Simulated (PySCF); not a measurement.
# Ge: excitation energy

Ge [Ar] 3d10 4s2 4p2 (3P) → Ge [Ar] 3d10 4s1 4p3 (5S), as a difference of total energies. Computed with PySCF 2.14 in x2c-TZVPPall, with the spin-free X2C one-electron Hamiltonian (Gaussian nucleus). Correlated levels: valence: [Ar] 3d10 frozen. The calculations carry no spin-orbit coupling.

```csv
method,excitation energy (eV)
UHF,3.541
MP2 (valence),4.391
SCS-MP2 (valence),4.784
CCSD (valence),4.617
CCSD(T) (valence),4.655
CCSDT (valence),4.665
```

Errors of the correlated levels include the incompleteness of this basis and the frozen core.

Q: Which method comes closest to the reference value, and which is furthest?

A: The reference is 5.078 eV (measured; NIST levels, between the centres of gravity of the two terms). Closest: SCS-MP2 (valence) (error -0.294 eV); furthest: UHF (error -1.537 eV).
